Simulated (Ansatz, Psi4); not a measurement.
System: CH6NSi (charge 0, doublet). SMILES: [CH2]N[SiH3]
Geometry from a B3LYP-D3(BJ)/def2-TZVP (Ansatz, a program for electronic structure) optimisation:
```
N
H 1 1.0075
C 1 1.3858 2 115.21
H 3 1.0782 1 119.05 2 12.92
H 3 1.0792 4 120.20 1 -161.56
Si 1 1.7348 2 118.69 3 -171.63
H 6 1.4791 1 106.31 2 -12.64
H 6 1.4822 7 110.93 1 119.39
H 6 1.4845 7 109.83 8 118.66
```
Charge 0, spin multiplicity 2.

Property: size of the dipole moment, in D. Terms: UHF or UKS for open shells; six Cartesian d functions in 6-31G* and its kin unless marked 5d; 6-311+G** with 5d, 6d on Na to Ar in Ansatz; LANL2DZ with its own core potentials from Na on; non-relativistic; no dispersion term unless named; spin-orbit terms left out. First-principles rows: single points at B3LYP-D3(BJ) geometries (Ansatz).

```
level              program  size of the dipole moment (D)
-----------------  -------  -----------------------------
SVWN5/6-31G*        Ansatz                           1.06
PBE/STO-3G          Ansatz                           1.30
PBE/LANL2DZ         Ansatz                           1.17
PBE/6-31G*          Ansatz                           1.01
B3LYP/STO-3G        Ansatz                           1.24
B3LYP/LANL2DZ       Ansatz                           1.11
B3LYP/6-31G         Ansatz                           0.97
B3LYP/6-31G**       Ansatz                           0.96
wB97X-D/6-311+G**     Psi4                           0.99
```

No value to compare with is used here. The 9 habitual levels span 0.96 (B3LYP/6-31G**) to 1.30 D (PBE/STO-3G).

The levels are drawn from those run, B3LYP/6-31G* more often than the rest, none by its result; left out are runs that failed, that the program found above a lower state of the same kind, or whose <S^2> lies over 0.5 above the pure value.
